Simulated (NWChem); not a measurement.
System: CH₄STe; SMILES C[Te]S

Input file for NWChem:

```
start job
memory heap 200 mb stack 900 mb global 1100 mb
geometry units angstroms
  Te     0.079948     0.288716     0.367170
  C      1.882696     0.166750    -0.833358
  H      2.591335     0.873486    -0.423472
  H      1.656144     0.428885    -1.858854
  H      2.298341    -0.832546    -0.792416
  S     -1.200338    -1.153477    -1.038054
  H     -0.915563    -2.311940    -0.453696
end
basis spherical
  * library def2-svp
end
ecp
  Te library def2-ecp
end
dft
  xc pbe0
  iterations 150
end
driver
  maxiter 120
end
task dft optimize
dft
  grid fine
  convergence energy 1d-8 density 1d-7
end
task dft freq numerical
```

def2 effective core potentials on Te; no spin-orbit coupling.

The level has its own optimisation; frequencies are unscaled.

Task: What results follow from this input? (PBE0/def2-SVP with def2 effective core potentials on Te.) Quantities: r C–Te (Å); r S–Te (Å); r H–S (Å); highest harmonic frequency (cm⁻¹); lowest (cm⁻¹); zero-point energy (kcal/mol).

Result: 
```json
{
  "r C–Te (Å)": "2.156",
  "r S–Te (Å)": "2.413",
  "r H–S (Å)": "1.353",
  "highest harmonic frequency (cm⁻¹)": "3223",
  "lowest (cm⁻¹)": "94",
  "zero-point energy (kcal/mol)": "28.8"
}
```
